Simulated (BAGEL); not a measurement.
doublet [C4H5NO2]+: a scaling law for UHF

[C4H5NO2]+: 12 atoms, total charge +1, spin state doublet. SMILES of the parent species: `O=C1CCC(=O)N1`. The coordinates come from a PBE0-D4/def2-TZVP relaxation. That shape belongs to the parent species and isn't relaxed for this state.

UHF (density fitting with tzvpp-jkfit), energy, BAGEL 1.2.2, on 1 thread of Intel Xeon at 2.30GHz, shared host. N is the number of basis functions, t the processor time.

```
      basis    N  t (s)   ln N   ln t
    pcseg-0   73      6  4.290  1.792
    pcseg-1  123     16  4.812  2.773
aug-pcseg-1  206     27  5.328  3.296
    pcseg-2  280      ?  5.635      ?
```

Q: Fit t = C·Nᵖ to the known rows and estimate the time in pcseg-2.

A: 
1. Means of the 3 rows: ln N = 4.81000, ln t = 2.6203.
2. Σ(Δln N)² = 0.53873, Σ(Δln N·Δln t) = 0.78103, so the slope is 0.78103/0.53873 = 1.4498.
3. Intercept: 2.6203 − (1.4498) × 4.81000 = -4.3532. The largest residual of the fit is 0.150.
4. ln t = -4.3532 + 1.4498 × 5.635, so t ≈ 45 s.

The run took 33 s, so the estimate is too long by a factor of about 1.4. The fitted power is 1.4, with the electron count fixed. So low a power shows that fixed costs still weigh. SCF iterations also vary, from 37 to 63.
